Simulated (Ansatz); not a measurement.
A run for Ansatz (a first-principles code): R-SVWN5/def2-TZVPP on H2O (SMILES O).

Ansatz 0.2 input:
```yaml
crystal:
  periodic: [false, false, false]
  atoms:
    - {symbol: O, position_ang: [-0.00000000, -0.00000000, 0.38961139]}
    - {symbol: H, position_ang: [-0.00000000, 0.76498632, -0.19485569]}
    - {symbol: H, position_ang: [0.00000000, -0.76498632, -0.19485569]}
basis:
  gaussian:
    orbitals: def2-TZVPP
hamiltonian:
  xc: {name: SVWN5}
scf: {lower_state_search: off}
```

It printed:

```
WARN ansatz: RAYON_NUM_THREADS=1 ignored (pool sized by the plan → 1); use --threads N
Functional definition: SVWN5
these checks for a lower state are left out or cut short: stability, starts, cluster_reference, orbital_swaps, neighbouring_geometries, increment
integrals: 0.00 GiB planned
269 factors; their error is unknown
mean field: 0.08 GiB planned
mean field evaluation 1: about -2059.8980 eV, gradient 6.0e1 eV
mean field evaluation 2: about -2041.4159 eV, gradient 1.2e2 eV
mean field evaluation 4: about -2065.4753 eV, gradient 7.5e-1 eV
mean field evaluation 8: about -2065.4755 eV, gradient 1.8e-1 eV
mean field -2065.47556944 eV, -75.9048271473 hartree, gradient 4.0e-6 eV, S^2 0.000000; 0 other end points of the search recorded, 0 dependent functions left out
reference -2065.47558833 eV, -75.9048278414 hartree; 5, 5 occupied and 54, 54 virtual orbitals, 269 factors
Total energy: -2065.47558833 eV, -75.9048278414 hartree
Checks for a lower state left out: stability, starts, cluster_reference, orbital_swaps, neighbouring_geometries, increment
```

The calculation finished and met its thresholds.

Cost: about 0.12 core-seconds (a rough figure).
